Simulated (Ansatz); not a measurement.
Geometry optimisation, RKS LDA/def2-SVP (Ansatz).

input.yaml

```yaml
crystal:
  periodic: [false, false, false]
  atoms:
    - { symbol: Ta, position_ang: [-0.678038, 0.432859, -0.190325] }
    - { symbol: Cl, position_ang: [2.711136, -0.675374, 0.699402] }
    - { symbol: O, position_ang: [0.000861, 0.281326, 1.553428] }
    - { symbol: H, position_ang: [0.891878, -0.004906, 1.861399] }
    - { symbol: F, position_ang: [-0.731257, 0.173021, -2.05984] }
    - { symbol: Cl, position_ang: [-2.699293, 1.448139, 0.152316] }
    - { symbol: "N", position_ang: [-0.90668, -1.510623, -0.18254] }
    - { symbol: H, position_ang: [-0.790876, -2.110544, 0.641862] }
    - { symbol: H, position_ang: [-1.043334, -2.040989, -1.052598] }
    - { symbol: F, position_ang: [0.849044, 1.522078, -0.617027] }
    - { symbol: H, position_ang: [2.56246, 0.440013, -0.030978] }
basis:
  gaussian: { orbitals: def2-SVP }
hamiltonian:
  xc: lda
relax:
  f_tol: 0.03
  max_steps: 50
output:
  orbitals: {}
```

Launched with:

```bash
$ ansatz run input.yaml --threads 4 --pin off --max-ram 5120MiB --backend cpu --events-out ev --progress --plain --runs-dir out
```

**Question.** Where does it end, and by what steps?

**Answer.** The run converged. After 13 steps the energy has fallen by 0.232 eV; Cl2 moved furthest, 1.17 Å.

```csv
step,energy less start (eV),largest force component (eV/Å),accepted
0,0.0000,0.633,yes
1,-0.0608,0.954,yes
2,-0.1225,0.566,yes
3,-0.1486,0.920,yes
4,-0.1788,0.342,yes
5,-0.1963,0.239,yes
6,-0.2117,0.173,yes
7,-0.2211,0.112,yes
8,-0.2263,0.112,yes
9,-0.2301,0.118,yes
10,-0.2316,0.050,yes
11,-0.2320,0.041,yes
12,-0.2321,0.031,yes
13,-0.2322,0.006,yes
```

```xyz
11
Properties=species:S:1:pos:R:3
Ta -0.629 0.243 -0.253
Cl 3.081 0.302 1.233
O 0.179 0.025 1.416
H 1.111 -0.007 1.778
F -0.910 0.285 -2.120
Cl -2.398 1.578 0.331
N -1.154 -1.623 -0.305
H -1.042 -2.278 0.479
H -1.555 -2.061 -1.144
F 1.146 0.850 -0.797
H 2.337 0.644 0.157
```

Whether the end is a true minimum wasn't checked by a vibrational analysis.

The run took 26 s on 4 threads of Arm Neoverse V1, with other jobs on the host, peak memory 0.22 GiB.
